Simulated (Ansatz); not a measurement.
Basis-set extrapolation for CH₃BS₂ (`S=CBS`) (PBE0-D4/def2-TZVP geometry, frozen core, Ansatz 0.2.0). Multiplicity 1, RHF reference.

```csv
,def2-TZVPP,def2-QZVPP
HF,-859.402563,-859.427577
MP2 correlation,-0.601329,-0.647975
CCSD(T) correlation,-0.681017,not run
```

Energies in hartree. Use E(X) = E(∞) + A·exp(−7.88·√X) for Hartree–Fock and E(X) = E(∞) + B·X^(−2.97) for correlation, with X = 3 and 4, and add CCSD(T) minus MP2 of the smaller set to the MP2 limit.

Q: What is the CCSD(T) energy at the basis-set limit?

A: HF limit: -859.427577 + (-0.025014) × 0.13774 = -859.43102. MP2 limit: -0.647975 + (-0.046646) × 0.74074 = -0.68253. Higher-order term: -0.681017 − (-0.601329) = -0.07969. Total: -860.19324 hartree, 68.8 kcal/mol below CCSD(T)/def2-TZVPP.
